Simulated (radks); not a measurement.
Q: Excited configurations of Yb I: one electron is placed in a higher orbital outside [Xe] 4f14 6s1. The ground configuration is [Xe] 4f14 6s2. Calculated with a radial shooting solver on a logarithmic mesh with Libxc functionals: Dirac Kohn-Sham, PBE, spin-unpolarised, spherical densities, point nucleus; open shells are shared between the two j in proportion to 2j + 1. Excitation = E - E(ground); binding = E(ion) - E, where the ion is the core of charge +1; n* = 1/sqrt(2 binding) in atomic units, and the quantum defect is n - n*. Eigenvalue and <r> are those of j = l + 1/2.

outer orbital  excitation (eV)  binding (eV)     n*  quantum defect  eigenvalue (eV)  <r> (bohr)
5d                       3.253         3.284  2.035           2.965           -0.665       4.425
5f                       5.614         0.923  3.839           1.161           -0.430       16.98
6d                       5.084         1.453  3.060           2.940           -0.708       11.90
6f                       5.893         0.644  4.595           1.405           -0.367       28.66
7s                       4.295         2.243  2.463           4.537           -1.327       9.661
7p                       4.921         1.616  2.901           4.099           -0.916       12.77
7d                       5.627         0.911  3.865           3.135           -0.519       21.65
7f                       6.068         0.469  5.384           1.616           -0.288       42.80

Estimate the row for 6p.

A: excitation (eV) 2.907; binding (eV) 3.630; n* 1.936; quantum defect 4.064; eigenvalue (eV) -1.707; <r> (bohr) 5.623. The Delta-SCF ionisation energy is 6.538 eV (NIST Atomic Spectra Database: 6.254 eV, measured). Self-interaction in the functional shifts the binding energies and quantum defects, so they are the method's values and not measured ones. Spin polarisation and multiplet splitting are left out, so open shells lie too high by an amount that depends on their filling.

Beside tabulated values, note that spin-unpolarised runs miss the spin-polarisation part of the exchange energy of open shells.
